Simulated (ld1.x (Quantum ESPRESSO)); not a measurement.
## An all-electron radial function and its pseudo partner (Li)

Columns: radius, all-electron u(r) and pseudo u(r) of the 2p shell (level -1.13 eV) of lithium in the configuration 1s2 2s1 2p0; LDA (PZ), scalar-relativistic, RRKJ scheme, ld1.x (Quantum ESPRESSO) 7.5.

| r (bohr) | all-electron | pseudo |
| --- | --- | --- |
| 0.210 | 0.0157 | 0.0064 |
| 0.420 | 0.0490 | 0.0252 |
| 0.630 | 0.0887 | 0.0547 |
| 0.840 | 0.1297 | 0.0925 |
| 1.050 | 0.1696 | 0.1358 |
| 1.260 | 0.2074 | 0.1816 |
| 1.470 | 0.2425 | 0.2268 |
| 1.680 | 0.2749 | 0.2691 |
| 1.890 | 0.3044 | 0.3069 |
| 2.100 | 0.3309 | 0.3390 |
| 2.310 | 0.3542 | 0.3652 |
| 2.520 | 0.3744 | 0.3857 |
| 2.730 | 0.3912 | 0.4012 |
| 2.940 | 0.4048 | 0.4126 |
| 3.150 | 0.4154 | 0.4206 |
| 3.360 | 0.4230 | 0.4260 |
| 3.570 | 0.4279 | 0.4292 |
| 3.780 | 0.4303 | 0.4307 |
| 3.990 | 0.4303 | 0.4304 |
| 4.200 | 0.4283 | 0.4283 |
| 4.410 | 0.4245 | 0.4245 |
| 4.620 | 0.4189 | 0.4189 |
| 4.830 | 0.4120 | 0.4120 |
| 5.040 | 0.4038 | 0.4038 |
| 5.250 | 0.3946 | 0.3946 |
| 5.460 | 0.3845 | 0.3845 |

**Question.** How many radial nodes do the two functions have?

**Answer.** The all-electron 2p function has n − l − 1 = 0; the pseudo-wave has 0.

**Question.** At about which radius was the pseudo-wave matched?

**Answer.** 4.20 bohr. The columns agree to 0.0005 from 3.78 bohr on; several derivatives are matched, so the curves merge somewhat inside the radius.

**Question.** Is the pseudo-wave norm-conserving?

**Answer.** Yes: the RRKJ scheme keeps the norm inside the radius equal to the all-electron one, which fixes the energy derivative of the logarithmic derivative at the level.
